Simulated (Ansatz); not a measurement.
Wavefunction ladder for C$_{8}$H$_{16}$O$_{2}$ (`COC1(OC)CCCCC1`)

```xyz
26

C     1.551   -1.072   -2.188
O     0.521   -0.168   -1.864
C     0.204   -0.056   -0.496
O     1.319    0.402    0.239
C     1.807    1.676   -0.107
C    -0.975    0.907   -0.441
C    -1.490    1.091    0.977
C    -1.872   -0.247    1.595
C    -0.703   -1.220    1.552
C    -0.165   -1.391    0.137
H     2.417   -0.952   -1.530
H     1.850   -0.850   -3.213
H     1.211   -2.113   -2.142
H     2.800    1.762    0.335
H     1.888    1.797   -1.192
H     1.178    2.479    0.293
H    -1.760    0.489   -1.077
H    -0.685    1.857   -0.895
H    -2.347    1.770    0.974
H    -0.715    1.563    1.591
H    -2.210   -0.108    2.626
H    -2.719   -0.670    1.040
H     0.103   -0.849    2.192
H    -1.002   -2.194    1.950
H    -0.919   -1.863   -0.502
H     0.715   -2.038    0.147
```

The species carries charge 0 and has multiplicity 1. The geometry is a stationary point of PBE0-D4/def2-TZVP. It is one conformer, not always the lowest. Frozen core, restricted reference, Ansatz. CBS rows extrapolate triple and quadruple zeta; past MP2 they add the triple-zeta difference.

```json
{"basis": "def2-SVP", "HF (Eh)": "-461.63554", "MP2 corr.": "-1.50092", "CCSD corr.": "?", "(T)": "-0.04911", "CCSD(T) total": "?"}
{"basis": "def2-TZVPP", "HF (Eh)": "-462.15238", "MP2 corr.": "?", "CCSD corr.": "-1.93082", "(T)": "?", "CCSD(T) total": "?"}
{"basis": "def2-QZVPP", "HF (Eh)": "-462.17334", "MP2 corr.": "-1.97766", "CCSD corr.": "–", "(T)": "–", "CCSD(T) total": "–"}
{"basis": "CBS(def2)", "HF (Eh)": "-462.17623", "MP2 corr.": "?", "CCSD corr.": "-2.14621", "(T)": "as TZ", "CCSD(T) total": "?"}
```

Q: Fill in the withheld values. (Estimate.)

A: Ansatz gave: def2-SVP CCSD corr.: -1.60394; def2-SVP CCSD(T) total: -463.28859; def2-TZVPP MP2 corr.: -1.85392; def2-TZVPP (T): -0.07921; def2-TZVPP CCSD(T) total: -464.16241; CBS(def2) MP2 corr.: -2.06931; CBS(def2) CCSD(T) total: -464.40165.
